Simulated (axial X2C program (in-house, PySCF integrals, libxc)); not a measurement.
**SnCl⁻: cheaper levels and CCSD(T), 2c**

All values were computed with an in-house all-electron X2C program for linear molecules (integrals from PySCF). Two-component (2c) means X2C with spin–orbit coupling and atomic mean-field two-electron Coulomb and Gaunt terms. Basis: Sn dyall-acv3z [12s13p10d5f1g], Cl dyall-av3z [9s8p3d2f] (cores contracted in-house); Gaussian nuclei, density fitting, unrestricted open shells. Masses: Sn 119.902 u, Cl 34.969 u.

State: Ω = 1 (⟨Sz⟩ = 1.00, ⟨Lz⟩ = 0.00 at HF); fragments Sn + Cl-.

```csv
level,Re (Å),ωe (cm⁻¹)
PBE0,2.534,248.7
HF,2.585,226.5
MP2,2.556,245.6
CCSD,2.564,241.3
B97-3,2.568,234.9
```

Correlated methods: 12 electrons correlated (number of frozen shells: Sn 4 s, 3 p, 2 d; Cl 2 s, 1 p), 288 virtual spin orbitals or spinors in MP2, 90 natural virtuals in coupled cluster.

CCSD(T), same Hamiltonian and basis:

Re = 2.564 Å, ωe = 242.8 cm⁻¹; T1 = 0.012 (Lee–Taylor normalisation).

Question: Give the differences from CCSD(T) in the columns below.

Answer: 

```json
{"level": "PBE0", "ΔRe (Å)": "-0.030", "Δωe (cm⁻¹)": "5.9"}
{"level": "HF", "ΔRe (Å)": "0.021", "Δωe (cm⁻¹)": "-16.3"}
{"level": "MP2", "ΔRe (Å)": "-0.008", "Δωe (cm⁻¹)": "2.8"}
{"level": "CCSD", "ΔRe (Å)": "0.000", "Δωe (cm⁻¹)": "-1.5"}
{"level": "B97-3", "ΔRe (Å)": "0.004", "Δωe (cm⁻¹)": "-7.9"}
```

One determinant describes the state; a PBE0 search over occupations chose it and may have missed a lower one. De is not given where an atomic determinant may have missed its ground term or J level, or where the truncated virtual space spoils (T). Density functionals use the spin component along the axis (collinear). Coupled cluster ran in a truncated set of natural virtual spinors; the MP2 energy of the rest was added. (T) has no such correction and the atoms are truncated less, which lowers De at CCSD(T) by a hundredth of an eV or more. PBE0 can misorder states that lie within some tenths of an eV, so this need not be the ground state of the molecule. The nearest other 2c determinant of the search, Ω = 0, lies 0.41 eV up at the distance of the search. The functionals have no current-density term, which raises determinants with orbital currents, atoms included. With several unpaired electrons one determinant need not be a pure state. Open-shell Ω = 0 determinants with evenly filled partner blocks cannot be reached by this program, so the Ω shown need not be the lowest component. This is the Ω = 1 component of a π² triplet; the 0⁺ component is not one determinant and can lie lowest. The highest occupied level of some functionals is positive through self-interaction error; at Hartree–Fock it is bound. With the outer-core shells frozen, correlated bond lengths of heavy atoms tend to come out a few hundredths of an ångström too long.
